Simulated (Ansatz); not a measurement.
```yaml
crystal:
  periodic: [true, true, true]
  atoms:
    - {symbol: O, position_ang: [-0.749975, -0.389620, -1.287552]}
    - {symbol: W, position_ang: [0.129653, -0.008371, 0.301633]}
    - {symbol: F, position_ang: [-1.485239, -0.657570, 1.096908]}
    - {symbol: F, position_ang: [0.873990, -1.357247, 1.312964]}
    - {symbol: S, position_ang: [1.987121, 0.605188, -0.560064]}
    - {symbol: Cl, position_ang: [-0.403555, 1.983309, 1.210495]}
    - {symbol: H, position_ang: [-0.290696, -0.243788, -2.120084]}
basis:
  gaussian: {orbitals: def2-mTZVPP, nuclear_model: gaussian}
total_charge: -1
magnetization: {spin_polarized: true, initial_magnetization: 1}
hamiltonian: {xc: {name: PBE0-DH}}
```

```sh
$ ansatz run in.yaml --threads 4 --pin off --events-out ev --progress --plain --max-ram 10444MiB
```

It prints (some lines left out):

```
Error: YAML parse error: error: line 2 column 3: crystal: missing field `lattice` (a structure is typed as `lattice` and `atoms`, a molecule's as `atoms` in Å alone, or read from a run's directory, `checkpoint`)
 --> <input>:2:3
1 | crystal:
2 |   periodic: [true, true, true]
3 |   atoms:
4 |     - {symbol: O, position_ang: [-0.749975, -0.389620, -1.287552]}
```

In this input the molecule is marked periodic without a cell. The input was rejected before any iteration.
